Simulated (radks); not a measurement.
The numbers below are computed, except where a source is named.
All-electron atom: Sr30+ in [He] 2s2 2p4 (the NIST ground configuration).

Level of theory: non-relativistic Kohn-Sham, LB94 model potential, spin-polarised, spherical densities, point nucleus; open shells are filled with parallel spins first (spin-orbit coupling, left out, can overturn this in heavy ions); relativity is left out, which matters for an element this heavy (a radial shooting solver on a logarithmic mesh with Libxc functionals).

Energy parts (eV):
| part | energy |
|---|---|
| kinetic | 63138.395 |
| electron-nucleus | -131686.644 |
| Hartree | 6814.222 |
(The LB94 potential has no energy functional, so no total or exchange-correlation energy is given.)

Orbitals (lengths in bohr, moments of r in powers of bohr; <r^-3> diverges for s and p1/2; r(90%) holds 90 % of the orbital's charge):
orbital	occ.	eigenvalue (eV)	<r>	<r^-3>	<1/r>	r(90%)
1s up	1	-17588.59	0.04005	-	37.57	0.0712
1s down	1	-17593.26	0.04003	-	37.58	0.0711
2s up	1	-3778.381	0.1703	-	8.717	0.260
2s down	1	-3753.935	0.1706	-	8.693	0.261
2p up	3	-3638.580	0.1451	1825	8.699	0.234
2p down	1	-3614.315	0.1453	1829	8.697	0.235

The highest occupied level is 2p down at -3614.3 eV. For comparison, the ionisation energy in NIST's Atomic Spectra Database is 3664 eV (semi-empirical). In exact Kohn-Sham theory the highest level is minus the ionisation energy, but local and semilocal functionals leave it too shallow, through self-interaction and a potential that decays too fast; potentials with the right tail come closer. The spin density at the nucleus is 4.37 e/bohr^3 (1s -6.58, 2s 10.95). The electron density at the nucleus is 3.778e+04 e/bohr^3. Spin moment in Bohr magnetons: 2. Summed over all electrons, <r^2> = 0.1742 bohr^2, which gives a Langevin (diamagnetic) susceptibility term of -0.138 x 10^-6 cm^3/mol. The density falls to 0.001 e/bohr^3 at r = 0.59 bohr.
